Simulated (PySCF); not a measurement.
**[Tb(H2O)3]3+: one run**

[Tb(H2O)3]3+ (singlet in the valence; each metal's 4f electrons, 8 of them, lie in its core potential, out of spins and levels). PySCF 2.14.0, RKS PBE, Tb lcecp-1-SVP with ECP54, O def2-SVP, H def2-SVP; non-relativistic Hamiltonian with scalar-relativistic core potentials where named; density fitting; no spin-orbit coupling. Purpose: level PBE.

```python
mol = gto.M(atom='''
Tb     0.00000     0.00000    -0.00000
O      2.26169     0.00001     0.00000
H      2.87849     0.74761     0.19316
H      2.87850    -0.74758    -0.19316
O     -1.13085     1.95868    -0.00000
H     -2.08669     2.11904     0.19316
H     -0.79183     2.86664    -0.19316
O     -1.13084    -1.95869    -0.00000
H     -0.79180    -2.86665     0.19316
H     -2.08667    -2.11906    -0.19316''',
    basis={'Tb': 'lcecp-1-SVP', 'O': 'def2-SVP', 'H': 'def2-SVP'},
    ecp={'Tb': 'lcecp-1-SVP'},
    charge=3, spin=0)
mf = dft.RKS(mol, xc='PBE')
mf.grids.atom_grid = (75, 302)  # f atoms: unpruned, at least (60, 302)
mf = mf.density_fit()  # fitting sets: Tb AutoAux, O def2-universal-JKFIT, H def2-universal-JKFIT
mf.conv_tol = 1e-08; mf.max_cycle = 55
mf.kernel(dm0)  # dm0: converged density of the relaxed state
mf.nuc_grad_method().kernel()
```

Run from Python with OMP_NUM_THREADS=2; the lines above give its settings. Where DIIS fails, smearing, a level shift and second-order steps follow.
It took 6.9 s on 2 threads of Arm Neoverse V2, with other jobs on the host, from an already converged density.

Where do the frontier levels lie, over both spins?

HOMO -23.43 eV, LUMO -17.93 eV. The 4f levels lie in the core potential and are missing.

What are the Mulliken charges and spins?


```
atom  charge (e)  spin (e)
 Tb1       1.830     0.000
  O2      -0.259     0.000
  H3       0.325     0.000
  H4       0.325     0.000
  O5      -0.259     0.000
  H6       0.325     0.000
  H7       0.325     0.000
  O8      -0.259     0.000
  H9       0.325     0.000
 H10       0.325     0.000
```
The spin of the 4f electrons in the core isn't counted.

What forces act on the atoms (eV/Å)?


```
Tb   0.00  0.00  0.00
O   -0.51  0.00  0.00
H    0.29  0.38  0.09
H    0.29 -0.38 -0.09
O    0.26 -0.43  0.00
H   -0.47  0.07  0.09
H    0.18  0.44 -0.09
O    0.26  0.43  0.00
H    0.18 -0.44  0.09
H   -0.47 -0.07 -0.09
```
Forces carry noise of the integration grid, about 0.01 to 0.03 eV/Å.

The geometry was relaxed with PBE0 (Tb lcecp-1-SVP with ECP54, O def2-SVP, H def2-SVP).

An lcecp potential fixes the number of 4f electrons, so in runs with it no electron can move into or out of that shell.
